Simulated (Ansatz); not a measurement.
Conformers of `[OH][Nb]([OH])([Cl])([Cl])[Cl]`, each relaxed with PBE0-D4/def2-TZVP in Ansatz. CBS adds the triple-zeta coupled-cluster correction to the MP2 limit.

Elements past krypton have def2 core potentials. Outer-core shells of Nb are correlated without core-valence functions. Spin–orbit coupling is left out.

Not all of them had a frequency check.

Conformer A:

Z-matrix (Å, degrees):
```
Nb
O 1 1.880
Cl 1 2.277 2 94.3
Cl 1 2.331 2 84.0 3 122.1
O 1 1.863 2 91.6 3 -114.4
Cl 1 2.322 2 169.6 3 139.2
H 1 2.511 2 72.6 3 -115.0
H 2 0.959 1 138.3 3 -115.8
```

Conformer B:

Z-matrix (Å, degrees):
```
Nb
O 1 1.872
Cl 1 2.380 2 80.2
Cl 1 2.270 2 95.4 3 123.4
O 1 1.872 2 160.5 3 -0.1
Cl 1 2.270 2 95.4 3 -123.5
H 2 0.960 1 133.6 3 -0.0
H 5 0.960 1 133.6 2 0.1
```

Question: Which is lowest in electronic energy at CCSD(T)/CBS (frozen core, def2 sets), and by how much? (Estimate.)

Answer: The calculation gave: B; A lies 12.3 kJ/mol higher.

Question: Give the energies relative to B (kJ/mol) with ωB97M-V/def2-TZVPP, PBE/def2-TZVPP, r2SCAN/def2-TZVPP, HF/def2-TZVPP, MP2/def2-TZVPP, SCS-MP2/def2-QZVPP, HF/CBS(def2). (Best estimate.)

Answer: The calculation gave: 
```tsv
level	A
ωB97M-V/def2-TZVPP	10.3
PBE/def2-TZVPP	13.1
r2SCAN/def2-TZVPP	12.1
HF/def2-TZVPP	3.4
MP2/def2-TZVPP	14.8
SCS-MP2/def2-QZVPP	12.9
HF/CBS(def2)	2.7
```
